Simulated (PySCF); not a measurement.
PySCF input:

```python
from pyscf import gto, scf, dft

mol = gto.M(
    atom='''
    K    -0.00000000   -0.00000000   -1.98622517
    K     0.00000000    0.00000000    1.98622517
    ''',
    basis='def2-tzvpd',
    charge=0,
    spin=0,
    verbose=4,
)

mf = dft.RKS(mol, xc='tpss').density_fit(auxbasis='def2-universal-jkfit')
mf.grids.level = 3
mf.conv_tol = 1e-9
mf.max_cycle = 100
mf.max_memory = 1500
mf.kernel()
if not mf.converged:
    mf = mf.newton()
    mf.kernel(mf.make_rdm1())
mf.analyze()
```

Q: Predict the final energy.

A: -1199.87098 Eh (TPSS/def2-TZVPD).
